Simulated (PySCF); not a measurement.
**Question.** Write a Z-matrix for InChI=1S/C5H4F2/c6-4-2-1-3-5(4)7/h1-2H,3H2 as optimised with PBE0-D3(BJ)/def2-SVP.

**Answer.** 
Z-matrix in Å and degrees, rows numbered from 1:
```
F 
C   1  1.3227
C   2  1.3474  1  127.32
F   3  1.3230  2  127.90  1     0.03
C   3  1.4886  2  109.37  1  -179.77
C   5  1.4999  3  103.10  2    -0.04
C   6  1.3486  5  109.35  3    -0.07
H   5  1.1050  3  111.70  2  -120.31
H   5  1.1049  3  111.66  2   120.54
H   6  1.0895  5  123.85  3  -179.56
H   7  1.0906  2  123.55  1    -0.40
```

The C–C distances run from 1.347 Å (C2=C3, drawn double) to 1.500 Å (C5–C6, drawn single), a spread of 0.153 Å. The 5-membered ring C2–C3–C5–C6–C7 has internal angles of 103.1° to 109.4°; it is planar, 0.00 Å rms from its mean plane, widest ring torsion 0°. The 7 heavy atoms lie in one plane (0.001 Å rms).

Computed with PySCF 2.14.0, PBE0-D3(BJ)/def2-SVP geometry optimisation, gas phase.

Point group: Cs (tolerance 0.08 Å). Not checked by PBE0-D3(BJ)/def2-SVP frequencies.
